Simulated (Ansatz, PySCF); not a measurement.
Reaction (SMILES): C[Si](C)(C)N → C[Si](C)(C)[NH] + H atom (the H-N bond at the site shown breaks; other sites are not compared here)
Each molecule is optimised on its own at B3LYP-D3(BJ)/def2-TZVP (Ansatz, an electronic-structure program), one conformer each, not searched for the lowest. Frequencies are from Ansatz or PySCF.
Geometry of the first species:
```xyz
16

C      1.7282    -0.0346    -0.6992
Si    -0.0007    -0.0125     0.0236
C     -1.1385    -0.9955    -1.1077
C     -0.6634     1.7344     0.1691
N      0.1121    -0.6493     1.6318
H      2.4102     0.5760    -0.1044
H      2.1303    -1.0507    -0.7322
H      1.7306     0.3497    -1.7219
H     -1.1792    -0.5589    -2.1093
H     -0.7970    -2.0287    -1.2095
H     -2.1583    -1.0218    -0.7153
H     -1.6498     1.7454     0.6402
H     -0.7675     2.1975    -0.8149
H      0.0015     2.3577     0.7701
H     -0.6661    -0.5633     2.2673
H      0.6116    -1.5084     1.8035
```
Charge 0, spin multiplicity 1.

Quantity: bond dissociation energy (0 K, with B3LYP-D3(BJ) harmonic zero-point energies), in kcal/mol. Cores are frozen in the correlated levels unless marked. Open shells are spin-unrestricted. Spin-orbit coupling is left out. No relativistic terms. Basis-set limits of correlation are two-point, X^-3; Hartree-Fock from the larger set. [CCSD(T)-MP2]/basis is that difference in the basis named.

```
level                                                                 program  bond dissociation energy (kcal/mol)
-------------------------------------------------------------  --------------  -----------------------------------
HF/STO-3G                                                              Ansatz                                 88.3
HF/cc-pV(T+d)Z                                                         Ansatz                                 77.8
BLYP-D3(BJ)/def2-TZVPD                                         Ansatz + dftd3                                103.2
PBE0-D4/def2-TZVP                                              Ansatz + dftd4                                104.4
r2SCANh-D4/def2-TZVPD                                          Ansatz + dftd4                                103.1
LC-wPBE-D4/def2-TZVPD                                          Ansatz + dftd4                                105.7
B2GP-PLYP-D3(BJ)/def2-TZVPD                                    Ansatz + dftd3                                106.4
B2GP-PLYP/def2-TZVPD                                                   Ansatz                                106.1
CCSD/6-31G*                                                            Ansatz                                 95.8
RI-MP2/CBS(cc-pV(T+d)Z,cc-pV(Q+d)Z)+[CCSD(T)-MP2]/cc-pV(D+d)Z          Ansatz                                110.3
```
